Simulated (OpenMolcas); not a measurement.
# Ar²⁺: RASPT2 settings compared

```
Program             : OpenMolcas 26.06
Basis               : ANO-RCC-VQZP [6s5p3d2f1g]
Scalar Hamiltonian  : DKH2, point nucleus
Active space        : 4 electrons in 9 orbitals (RAS2 3p; RAS3 3d 4s, at most 1 electron)
State averaging     : 2S+1 = 3 even, 3 roots; 2S+1 = 1 even, 6 roots; 2S+1 = 5 odd, 6 roots; 2S+1 = 3 odd, 54 roots; 2S+1 = 1 odd, 48 roots
Spin-orbit coupling : state interaction with AMFI integrals over the reference wave functions, term energies averaged over their components
```

Methods on the same reference wave functions:
A. RASSCF
B. SS-RASPT2, IPEA 0.25 Eh, sigma2 regulariser 0.3 Eh (closed shells correlated: 2s 2p 3s)
C. MS-RASPT2, IPEA 0.25 Eh, sigma2 regulariser 0.3 Eh (closed shells correlated: 2s 2p 3s)

Energies in cm-1 above 3s2 3p4 3P2, the measured ground level; measured values from Saloman, J. Phys. Chem. Ref. Data 39, 033101 (2010).

```
              Level       A       B       C  Measured
        3s2 3p4 3P2     0.0     0.0     0.0       0.0
        3s2 3p4 3P1    1039    1045    1045      1112
        3s2 3p4 3P0    1492    1496    1496      1570
        3s2 3p4 1D2   16986   14230   14230     14010
        3s2 3p4 1S0   41522   40000   40000     33266
   3s2 3p3 3d 5D* 0  141482  139750  139750          
   3s2 3p3 3d 5D* 1  141486  139750  139750    144885
   3s2 3p3 3d 5D* 2  141494  139760  139760    144891
   3s2 3p3 3d 5D* 3  141504  139770  139770    144898
   3s2 3p3 3d 5D* 4  141517  139780  139780    144911
3s2 3p3 3d 3D* 3(1)  158670  151690  151670          
3s2 3p3 3d 3D* 2(1)  158689  151710  151680          
3s2 3p3 3d 3D* 1(1)  158778  151800  151770          
3s2 3p3 3d 3F* 2(1)  165089  159170  159170    162757
3s2 3p3 3d 3F* 3(1)  165380  159470  159460    163076
3s2 3p3 3d 3F* 4(1)  165744  159830  159810    163477
   3s2 3p3 3d 1S* 0  169013  156010  156010    161850
   3s2 3p3 3d 3G* 3  174764  168820  168820    172100
   3s2 3p3 3d 3G* 4  174790  168850  168850    172137
   3s2 3p3 3d 3G* 5  174830  168890  168890    172191
   3s2 3p3 4s 5S* 2  176334  173300  173300    174378
   3s2 3p3 3d 1G* 4  180959  171080  171080    175666
3s2 3p3 3d 1D* 2(1)  186230  176340  176220          
3s2 3p3 3d 1P* 1(1)  187690  195630  195450
```

Deviations, from unrounded energies. A percentage is the sum of absolute deviations over the sum of measured energies, with the sign that they share, or ± where signs differ.

```
                        Against measurement  Levels      A      B      C
             mean absolute deviation (cm-1)      17   3200   3500   3500
      fine structure of the ground term (%)       2   -5.6   -5.3   -5.3
other terms of the ground configuration (%)       2  +23.8  +14.7  +14.7
                   other configurations (%)      13   ±2.0   -2.5   -2.5
```

A lies closest to measurement on these levels and C furthest from it. The largest miss of A in the table is 3s2 3p4 1S0, by +8300 cm-1. The ranking rests on the paired levels alone, and a cruder setting can come out closer through cancelling errors.

Between B and C the level of the table that moves most is 3s2 3p3 3d 1P* 1(1), by 170 cm-1 (lowest in C, highest in B). Moves below CASPT2's spread within the term are not significant.

The two smallest mean deviations differ by little beside CASPT2's spread within terms, so their order carries little weight.

From A to B the spin-free energies of the other terms of 3s2 3p4 shown, above 3P, scale by factors of 0.83 to 0.96.

The lowest spin-free term lies below A's lowest term by 0.183 hartree in B, 0.183 hartree in C.

CASPT2 breaks the degeneracy within a term, and the mean is taken; among the terms shown or strongly mixed into the levels shown the widest spread is 360 cm-1 (3s2 3p3 3d 1G*, C). Over all roots computed the reference weight is 0.91 to 0.97 in B, 0.91 to 0.97 in C; the roots of lowest weight are the least certain, and an intruder state may touch them. ANO sets are built for valence states and can reach diffuse excited orbitals poorly, and with the s shell closed the s pⁿ⁺¹ terms that mix with these levels are absent. With the s shell closed, the reference lacks s² → p² mixing. Some terms miss by over 15 % even with CASPT2, which points to a basis or an active space too small for the shells correlated (holds for B; C). Measured partners are found by configuration, term and J. A level has none where our copy of the source lacks it or the pairing is in doubt (some pairs that miss far off the trend of their configuration count as doubtful), and it then counts in no deviation. Only configurations of the active space appear. Levels that lie high or do not pair safely by name in every column are left out.

A number in round brackets counts repeated terms of one configuration in the order of the reference energies. * marks odd parity.
